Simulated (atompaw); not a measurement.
**selenium (Se) PAW (atompaw): all-electron and pseudo phase curves**

- Element: Se
- Generator: atompaw 4.2.0.5
- Type: PAW
- Functional: LDA (PW92)
- Relativity: scalar-relativistic
- Frozen core: [Ar] 3d10
- Valence charge: 6
- Reference configuration: 4s2 4p4
- Partial waves: 4s (bound): rc 1.90 bohr; 4s channel at -0.05 Ry: rc 1.90 bohr; 4p (bound): rc 1.90 bohr; 4p channel at 0.65 Ry: rc 1.90 bohr
- Local potential: bessel scheme, radius 1.35 bohr
- Core correction: smooth core density matched at 1.55 bohr
- Augmentation charge: besselshape compensation charge, radius 1.65 bohr; PAW radius 1.90 bohr; waves and projectors: custom rrkj vanderbiltortho

The phase is arctan(r·u′/u) with u = r·R(r), unwrapped; energies in Ry, scanned from -3 to 5 Ry. A pole is an energy at which the radial function vanishes at the test radius. The pseudo phase is shifted by a multiple of π to meet the all-electron one at the reference energy, and phase errors are pseudo minus all-electron; the curves can meet again beyond the range given. Levels narrower than the energy grid can be missing from the lists of poles.

```
channel  radius (bohr)  reference energy (Ry)  poles, all-electron  poles, pseudo  unbroken range about the reference energy with phases within 0.05 rad  phase error 1 Ry above the reference energy (rad)
      s           1.90                  -1.28                 1.34           1.34                                                        the whole range                                             -0.000
      p           1.90                  -0.49                 3.03           3.03                                                        the whole range                                             -0.000
```

Phases in the p channel:

| E (Ry) | all-electron | pseudo |
| --- | --- | --- |
| -3.00 | 1.165 | 1.164 |
| -2.76 | 1.136 | 1.135 |
| -2.52 | 1.101 | 1.101 |
| -2.28 | 1.058 | 1.058 |
| -2.04 | 1.004 | 1.004 |
| -1.80 | 0.935 | 0.935 |
| -1.56 | 0.843 | 0.843 |
| -1.32 | 0.717 | 0.717 |
| -1.08 | 0.542 | 0.542 |
| -0.84 | 0.299 | 0.298 |
| -0.60 | -0.015 | -0.015 |
| -0.36 | -0.356 | -0.356 |
| -0.12 | -0.657 | -0.657 |
| 0.12 | -0.885 | -0.885 |
| 0.36 | -1.049 | -1.049 |
| 0.60 | -1.167 | -1.167 |
| 0.84 | -1.255 | -1.255 |
| 1.08 | -1.321 | -1.321 |
| 1.32 | -1.374 | -1.374 |
| 1.56 | -1.416 | -1.416 |
| 1.80 | -1.452 | -1.452 |
| 2.04 | -1.481 | -1.481 |
| 2.28 | -1.507 | -1.507 |
| 2.52 | -1.530 | -1.530 |
| 2.76 | -1.550 | -1.550 |
| 3.00 | -1.568 | -1.569 |
| 3.24 | -1.585 | -1.586 |
| 3.48 | -1.601 | -1.602 |
| 3.72 | -1.616 | -1.617 |
| 3.96 | -1.631 | -1.632 |
| 4.20 | -1.645 | -1.647 |
| 4.44 | -1.658 | -1.661 |
| 4.68 | -1.672 | -1.675 |
| 4.92 | -1.686 | -1.690 |
